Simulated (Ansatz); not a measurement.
Two isomers of C2H6GeO: A = `[CH3][GeH2][CH]=O`, B = `[GeH3][CH]1CO1`.

Gas-phase electronic energies from Ansatz, PBE0-D4/def2-TZVP geometries. CBS: MP2 limit from def2 TZ/QZ plus the TZ coupled-cluster correction, frozen cores. DFT in def2-TZVPP. B3LYP here is the variant with VWN-RPA as its local correlation; programs differ in this. For Ge outer-core shells are correlated without core-valence functions, which leaves a few kJ/mol of doubt a bond. Scalar relativity is left out up to krypton. Each species was taken in one conformer, which may not be the lowest.

Question: Which is lower in electronic energy at CCSD(T)/CBS, and by how much? (Best estimate.)

Answer: Ansatz gave: A, by 25.1 kcal/mol.

Question: Give E(B) − E(A) in kcal/mol with HF/def2-TZVPP, B3LYP-D4, r2SCAN-D4, B3LYP, MP2/def2-TZVPP, CCSD/def2-TZVPP, ωB97M-V. (An estimate is asked.)

Answer: Ansatz gave: HF/def2-TZVPP 28.6, B3LYP-D4 27.2, r2SCAN-D4 24.2, B3LYP 27.3, MP2/def2-TZVPP 24.5, CCSD/def2-TZVPP 25.8, ωB97M-V 24.7. None reverses the order clearly.

Largest T1 diagnostic: 0.013.

In def2-TZVPP, CCSD(T) changes the Hartree–Fock value by −2.9 kcal/mol (the triples alone add −0.0 kcal/mol) and MP2 by −4.1 kcal/mol. From PBE to PBE0 (25 % exact exchange), in def2-TZVPP and without D4, E(B) − E(A) moves by −1.2 kcal/mol.
